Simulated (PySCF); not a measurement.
## Stationary points of PbI₃

Level of theory: PBE0 in PySCF with Pb def2-SVP with ECP60, I def2-SVP with ECP28; scalar-relativistic core potentials, no spin–orbit coupling; density-fitted integrals.

Relaxations began from a few typed shapes; open shells are unrestricted. The search is not exhaustive: other isomers or separated fragments can lie lower, and high-lying points may rest on an excited occupation.

Problem. Which is the lowest minimum found?
A. doublet D3h: Pb–I 2.871 Å (×3); I–Pb–I 120.0° (×3)
B. doublet C3v: Pb–I 2.841 Å (×3); I–Pb–I 110.3° (×3)

Solution. B. The others lie at 12.5 (doublet D3h, a saddle point) kJ/mol above it.

For the lowest minimum: with an element this heavy the missing spin–orbit coupling can shift these numbers.
